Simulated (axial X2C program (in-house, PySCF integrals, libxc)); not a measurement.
## ClSnCl: properties at the nuclei

Computed with an axial X2C code built on PySCF integrals: two-component X2C with atomic mean-field Coulomb and Gaunt terms, Gaussian nuclei, basis Cl dyall-av3z, Sn dyall-v3z with contracted cores.

Cl–Sn–Cl held linear, with bonds 2.505 and 2.505 Å (near the PBE0 minimum at charge 0 of the determinant lowest at the starting distance; the state shown can have its own minimum elsewhere, held linear; other orders of the atoms were not compared).

Input and command:
```json
{"zs": [17, 50, 17], "q": 0, "bas": ["dyall-av3z", "dyall-v3z", "dyall-av3z"], "r0": [2.39, 2.39], "symm": 1, "scan": ["PBE0", "HF", "PBE"], "levels": ["PBE0", "HF", "r2SCAN"], "nst": 2}
```
```bash
python solin.py task.json out
```

Keys: zs atomic numbers; q charge; bas basis sets; r0 starting distance in Å; symm equal bonds; scan levels of the two-bond scan; levels methods; nst determinants followed.

Determinant lowest in the PBE0 search, Ω = 0 (closed shell), highest spinor 65% Cl p, 15% Sn s, 12% Sn d:

| level | qzz Cl (a.u.) | qzz Sn (a.u.) |
| --- | --- | --- |
| PBE0 | 0.07 | -4.55 |
| HF | 0.08 | -4.24 |
| r2SCAN | -0.01 | -4.28 |

Determinant 1.94 eV from it at PBE0 and this distance, Ω = 2 (⟨Sz⟩ = 1.00, ⟨Lz⟩ = 1.00 at PBE0), spin on the atoms Cl 0.17, Sn 0.66, Cl 0.17:

```csv
level,A∥/gI Cl (MHz),qzz Cl (a.u.),A∥/gI Sn (MHz),qzz Sn (a.u.)
PBE0,89.6,2.82,1740,-0.43
HF,103,2.83,2090,-0.90
r2SCAN,102,2.69,1670,-0.15
```

A∥ (defined per Ω) follows by multiplying with gI = μI/(I μN); qzz is the electric field gradient, eQq0 = 234.96 MHz × Q/barn × qzz. The operators were transformed with the bare-nucleus X2C matrices; with these basis sets, hyperfine constants and field gradients can be off by tens of per cent, and where levels differ in sign neither size nor sign is settled.

The molecule was held linear; bending was not examined, so a bent shape may lie lower.

Each state is one determinant with collinear spin, which with several unpaired electrons need not be a pure state. Unrestricted Hartree–Fock can overshoot spin polarisation at the nuclei. With several open shells hyperfine constants can be off by a factor of several. Open-shell Ω = 0 determinants with evenly filled partner blocks cannot be reached by this program, so the Ω shown need not be the lowest component. The search compared states at one distance, so a state with another bond length can lie lower. Where a field gradient or hyperfine factor spreads by more than a factor of two over the levels, a constant derived from it is not to be relied on. PBE0 term energies can be off by some tenths of an eV.
